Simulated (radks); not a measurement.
Values are calculated unless marked as measured or tabulated.
Charge is removed step by step from the 1s1/2 level of Tc19+, starting from [Ar] 3d6. Code: a radial shooting solver on a logarithmic mesh with Libxc functionals. Model: Dirac Kohn-Sham, PBE, spin-unpolarised, spherical densities, finite nucleus; open shells fill j = l - 1/2 first; Fermi nuclear charge, rms radius 4.4112 fm.

| removed (e) | E - E(0) (eV) | eigenvalue (eV) | E minus straight line (eV) |
|---|---|---|---|
| 0 | 0.000 | -21485 | 0.000 |
| 0.25 | 5390.0 | -21635 | -56.119 |
| 0.5 | 10817.6 | -21785 | -74.683 |
| 0.75 | 16282.5 | -21934 | -55.883 |
| 1 | 21784 | -22082 | 0.000 |

Removing the whole electron costs 21784 eV by Delta-SCF, against 21485 eV from minus the eigenvalue at the starting occupation. Slater's transition state (half an electron removed) gives 21785 eV. Integrating minus the eigenvalue over the occupation (Janak's theorem) gives 21784 eV. The mean slope of the eigenvalue, de/dn, is 597 eV per electron.
